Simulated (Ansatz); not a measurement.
Relative stability

Two relaxed structures of HSeSO (charge -1), singlet (PBE0-D4/def2-TZVPD; forces vanish, vibrations not checked).

A:

| atom | x (Å) | y (Å) | z (Å) |
| --- | --- | --- | --- |
| O1 | 0.0444 | 0.0435 | -1.1683 |
| S2 | -1.0806 | 0.0012 | 0.1172 |
| Se3 | -0.0608 | 0.8575 | 1.8329 |
| H4 | 0.7840 | -0.4922 | -0.8582 |

B:

```xyz
4
angstrom
O 1.5148 -0.5946 -1.5862
S -0.7510 0.1813 0.5146
Se -0.1326 0.2873 -1.5335
H 1.2961 -1.4899 -1.3078
```

Program: Ansatz 0.2.0. Basis: def2-TZVPPD. Cores are frozen in the correlated methods. Filled d shells of the heavier atoms are correlated. The def2 sets are not built for correlating such inner shells, so the correlated values are less sure here. B3LYP uses VWN-RPA correlation.

Task: Which structure is lower at CCSD(T), and by how much? (To be estimated.)

Result: Computed: B, by 6.1 kJ/mol (electronic energy, against the other). By their contacts, A is HSeSO ([OH][S][Se]), total charge -1 and B is HSeSO ([OH][Se][S]), total charge -1.

Task: Do the other methods give the same order? (Judge from chemistry; the calculation decides.)

Result: The calculation gives: Not all: PBE0-D4, wB97M-V, HF give the other order.

```json
{"method": "PBE-D4", "E(B) − E(A) (kJ/mol)": "-2.8"}
{"method": "r2SCAN-D4", "E(B) − E(A) (kJ/mol)": "-0.9"}
{"method": "PBE0-D4", "E(B) − E(A) (kJ/mol)": "1.3"}
{"method": "B3LYP-D4", "E(B) − E(A) (kJ/mol)": "-0.9"}
{"method": "wB97M-V", "E(B) − E(A) (kJ/mol)": "2.1"}
{"method": "HF", "E(B) − E(A) (kJ/mol)": "8.8"}
{"method": "MP2", "E(B) − E(A) (kJ/mol)": "-8.5"}
{"method": "CCSD", "E(B) − E(A) (kJ/mol)": "-3.5"}
{"method": "CCSD(T)", "E(B) − E(A) (kJ/mol)": "-6.1"}
```

The T1 diagnostic stays at or below 0.016.

Labels in which every atom is bracketed show which atoms are joined, not bond orders.

For scale, one of the runs: CCSD(T)/def2-TZVPPD, 165 basis functions, launched by `ansatz run in.yaml --threads 2 --pin off --events-out ev --progress --plain --max-ram 4352MiB`. Time: 79 s of wall clock on 2 CPU threads of an Intel Xeon; the host was shared. Peak host memory: 1.3 GiB.
